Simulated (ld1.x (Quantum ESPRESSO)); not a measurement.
**PBE PAW dataset for B, scalar-relativistic all-electron reference.**

B, PAW, made with ld1.x (Quantum ESPRESSO) 7.5 (PBE, scalar-relativistic). Core [He], reference 2s2 2p1. Waves: 2s (bound): rcut 1.10, rcutus 1.15 bohr; 2s channel at -0.4 Ry: rcut 1.10, rcutus 1.15 bohr; 2p (bound): rcut 2.75, rcutus 3.35 bohr; 2p channel at 0.45 Ry: rcut 2.75, rcutus 3.35 bohr; 3d channel at 0.15 Ry: rcut 2.55, rcutus 3.15 bohr; 3d channel at 1.05 Ry: rcut 2.55, rcutus 3.15 bohr. Local part: all-electron potential smoothed inside 1.45 bohr (lloc = -1). Core correction: Bessel-smoothed model core, default radius (core density twice the valence density). Augmentation charge: PSQ, inside the norm-conserving radii.

All-electron outer shells of the reference configuration (PBE, scalar-relativistic, ld1.x):

```json
{"shell": "1s", "level (eV)": "-180.59", "outermost node (bohr)": "–", "outermost maximum (bohr)": "0.21"}
{"shell": "2s", "level (eV)": "-9.44", "outermost node (bohr)": "0.46", "outermost maximum (bohr)": "1.52"}
{"shell": "2p", "level (eV)": "-3.61", "outermost node (bohr)": "–", "outermost maximum (bohr)": "1.57"}
```

Problem. Does the generator finish with these settings?

Solution. Yes, a potential is produced and its reference levels are reproduced.

Problem. Is the overlap operator S = 1 + Σ q|β⟩⟨β| positive definite (Bessel basis up to 400 Ry)?

Solution. No: its lowest eigenvalue is -2.283, in the p channel, so the generalised eigenproblem breaks down once the basis is large enough.

Problem. Tests: 2s2 2p0; 2s1 2p0; 2s2 2p0.5; 2s1 2p1; 2s0 2p3; 2s1 2p2; 2s2 2p1.3. Which has the largest error in its energy relative to the reference configuration, and how large is it?

Solution. 2s1 2p1, with +219 meV (all-electron minus pseudo) on +14.36 eV.

The ghost test of this file was not conclusive. Its overlap operator is not positive definite in a basis up to 400 Ry (lowest eigenvalue p -2.28), so the file is unfit for use: the generalised eigenproblem breaks down once the basis is large enough, and its test numbers describe a broken file.
